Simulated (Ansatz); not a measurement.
The cluster Cu3⁻ (the lowest singlet isomer of a short search) was relaxed with r2SCAN-D4 (def2-TZVPD) in Ansatz in these states: charge -1 quintet, charge -1 singlet, charge -1 triplet. The geometries follow in no particular order.

A:

```tsv
atom	x (Å)	y (Å)	z (Å)
Cu1	-0.801	-0.841	-2.130
Cu2	0.801	0.841	2.130
Cu3	0.000	0.000	0.000
```

B:

```xyz
3

Cu   -1.1061    0.8063   -0.0046
Cu    0.3451   -0.6937   -1.1284
Cu    0.7609   -0.1126    1.1330
```

C:

```xyz
3

Cu    1.131    0.220   -2.008
Cu   -1.131   -0.220    2.008
Cu    0.000    0.000    0.000
```

Question: Judge from the bond lengths which geometry belongs to which state (an estimate).

Answer: A is the charge -1 quintet (Cu2–Cu3 2.426 Å, Cu1–Cu3 2.426 Å); B is the charge -1 triplet (Cu2–Cu3 2.372 Å, Cu1–Cu3 2.372 Å); C is the charge -1 singlet (Cu2–Cu3 2.315 Å, Cu1–Cu3 2.315 Å).

At r2SCAN-D4/def2-TZVPD the highest occupied level of the charge -1 quintet lies above zero (up to 1.09 eV). It is a level of α spin, whose loss leaves a quartet; that state wasn't run at this geometry and level. The electron is either unbound and held by the finite basis, or the level is raised by self-interaction error. At r2SCAN-D4/def2-TZVPD the highest occupied level of the charge -1 triplet lies above zero (up to 0.35 eV). It is a level of α spin, whose loss leaves a doublet; that state wasn't run at this geometry and level. The electron is either unbound and held by the finite basis, or the level is raised by self-interaction error. At PBE0-D4/def2-TZVPD a singlet lies 4.06 eV below the charge -1 quintet. At PBE0-D4/def2-TZVPD a singlet lies 0.50 eV below the charge -1 triplet. These are the stationary points nearest to one start from a short search; other shapes may lie lower in each state.
